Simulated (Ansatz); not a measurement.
Species: C$_{3}$H$_{4}$S$_{3}$, SMILES `C1CC12SSS2` (charge 0, multiplicity 1).

Problem. Give a relaxed geometry from PBE-D3(BJ)/def2-TZVP run with Ansatz (a quantum-chemistry and plane-wave program).

Solution. the end point of this relaxation (outside a Z-matrix the atoms follow the SMILES, hydrogens last).
Z-matrix (Å, degrees):
```
C
C 1 1.4905
H 2 1.0913 1 117.61
H 2 1.0913 3 114.13 1 -143.85
C 1 1.5016 2 61.03 3 108.70
H 5 1.0903 1 117.23 2 -108.10
H 5 1.0903 6 115.38 1 144.47
S 1 1.8185 2 123.79 3 -138.59
S 1 1.8185 2 123.79 3 -4.00
S 8 2.1260 1 83.12 2 170.82
```
